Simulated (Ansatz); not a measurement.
Cost and result for the atomization energy of `C[N](C)[Al]([SH])[Br]` (13 atoms, 12 bonds).

```xyz
13

C     0.085   -1.118   -1.287
N    -0.091   -0.100   -0.279
C    -1.078    0.887   -0.651
Al    0.779   -0.031    1.247
S     0.380    1.583    2.651
Br    2.304   -1.615    1.750
H     0.411   -0.683   -2.242
H     0.836   -1.847   -0.978
H    -0.853   -1.659   -1.476
H    -1.191    1.646    0.127
H    -0.799    1.403   -1.580
H    -2.063    0.428   -0.812
H     1.280    1.107    3.529
```

Total charge 0; spin multiplicity 1. Correlated methods include outer-core shells of Br, which these sets cover unevenly. Scalar relativity is left out up to krypton. Geometry: relaxed with PBE0-D4/def2-TZVP. It is one conformer, not always the lowest. Program: Ansatz. All runs use 2 threads of an AMD EPYC 7R13 on a shared host and a share of an NVIDIA H100 80 GB. Times are those of one run each, without the atoms' runs, and a repeat can differ threefold. Electronic energies, without spin–orbit coupling; frozen cores. CCSD(T)/CBS adds CCSD(T) − MP2 in def2-TZVPP to the MP2 limit, and its time is that of the two runs behind it. T1 = 0.010. With those shells the extrapolation isn't a true limit. B3LYP takes the VWN-RPA correlation (the form of Gaussian; ORCA's B3LYP/G).

CCSD(T)/CBS is a level of theory with its own doubt, some kJ/mol a heavy atom from the limit and from the frozen cores, so smaller differences don't rank the functionals.

```
                             level  functions  wall time  atomization (kJ/mol)  difference from CCSD(T)/CBS  per bond
                PBE0-D4/def2-TZVPP        323        2 s                4658.3                          1.5       0.1
   PBE-D4/def2-TZVPP (with forces)        323      2.3 s                4722.5                         65.7       5.5
r2SCAN-D4/def2-TZVPP (with forces)        323      2.5 s                4662.2                          5.4       0.5
 B3LYP-D4/def2-TZVPP (with forces)        323      2.8 s                4637.7                        -19.1      -1.6
                 B2PLYP/def2-TZVPP        323      3.4 s                4585.5                        -71.3      -5.9
                ωB97X-V/def2-TZVPP        323      3.5 s                4665.4                          8.6       0.7
  ωB97M-V/def2-TZVPP (with forces)        323      5.5 s                4661.8                          5.0       0.4
                    MP2/def2-QZVPP        610        7 s                4673.0                         16.2       1.4
                CCSD(T)/def2-TZVPP        323      9.6 s                4524.4                       -132.4     -11.0
                 CCSD(T)/CBS(def2)          –       17 s                4656.8                          0.0       0.0
```

In def2-TZVPP, CCSD(T) changes the Hartree–Fock value by +1141.9 kJ/mol (the triples alone add +70.6 kJ/mol) and MP2 by +1212.8 kJ/mol; breaking electron pairs costs correlation energy, which Hartree–Fock lacks. The D4 term adds +55.0 kJ/mol with B3LYP and +29.5 kJ/mol with PBE0; it sums over pairs of atoms, weighted by their polarisabilities, and B3LYP, whose exchange is more repulsive, gets the larger term. From PBE to PBE0 (25 % exact exchange), in def2-TZVPP and without D4, the atomization energy moves by −59.6 kJ/mol: exact exchange takes away binding that semilocal exchange gives to molecules.
